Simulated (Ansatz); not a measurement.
Species: WO$_{3}$, net charge 0, singlet state. SMILES: [O]=[W](=[O])=[O]

Atoms: W1, O2, O3, O4. Bonds: W1-O2, W1-O3, W1-O4.

Bond lengths (Å) and angles (degrees) optimised at PBE/6-31G* with LANL2DZ past Ar with Ansatz (a program for electronic structure); B3LYP/LANL2DZ with Ansatz; B3LYP/6-31G* with LANL2DZ past Ar with Ansatz, each started from the B3LYP-D3(BJ)/def2-TZVP structure (Ansatz) of the last column. A row stands for all coordinates that are equal there. 6-31G* holds six Cartesian d functions. No wavenumbers were computed at PBE/6-31G* with LANL2DZ past Ar, B3LYP/LANL2DZ, so these may be saddle points.

```
coordinate  PBE/6-31G* with LANL2DZ past Ar  B3LYP/LANL2DZ  B3LYP/6-31G* with LANL2DZ past Ar  B3LYP-D3(BJ)/def2-TZVP
----------  -------------------------------  -------------  ---------------------------------  ----------------------
W1-O2                                 1.735          1.746                              1.726                   1.728
O2-W1-O3                              106.1          106.8                              107.5                   107.6
```

Mean signed difference of all 3 bond lengths from B3LYP-D3(BJ)/def2-TZVP: PBE/6-31G* with LANL2DZ past Ar 0.007 Å, B3LYP/LANL2DZ 0.018 Å, B3LYP/6-31G* with LANL2DZ past Ar -0.002 Å.
